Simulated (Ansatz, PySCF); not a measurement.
ClO$_{2}$W, charge +1, singlet, at a GFN2-xTB geometry (such geometries of metal compounds can be far from the true shape) (the multiplicity is a formal guess) (core potentials on W). Base run: PySCF with WB97X/def2-SVPD.

Here is a job for PySCF.
```python
from pyscf import gto, scf, dft

mol = gto.Mole()
mol.atom = '''
    W     0.183414    0.007959    0.241910
    O     1.447901   -0.798475   -0.572036
    O    -0.795406   -1.065095    1.137588
    Cl   -1.105446    0.842328   -1.319163
'''
mol.basis = 'def2-svpd'
mol.ecp = {'W': 'def2-svpd'}
mol.charge = 1
mol.spin = 0
mol.verbose = 3
mol.build()

mf = dft.RKS(mol)
mf.xc = 'wb97x'
mf.kernel()
```

The same geometry, method and basis name were run in Ansatz (a quantum-chemistry and plane-wave program) and PySCF, at each program's defaults and at the settings that a row names. The base is PySCF at its defaults. Differences at the defaults can come from grids, fitting, cores and function types together. The rows with settings made alike still differ; the cause (another SCF solution, basis table, core potential or functional code) wasn't traced.

```
code and settings                                                               ΔE vs base (mEh)  basis functions      E (Eh)  SCF cycles
------------------------------------------------------------------------------  ----------------  ---------------  ----------  ----------
PySCF, defaults (exact integrals, its default grid, spherical functions)                   0.000              108  -677.20519          14
Ansatz, defaults (factorised integrals, its default grid, spherical functions)            -0.641              108  -677.20583           -
PySCF, density fitting with def2-universal-jkfit                                          -0.007              108  -677.20519          14
PySCF, fine grid                                                                          -0.979              108  -677.20616          14
Ansatz, high accuracy                                                                     -0.664              108  -677.20585           -
```
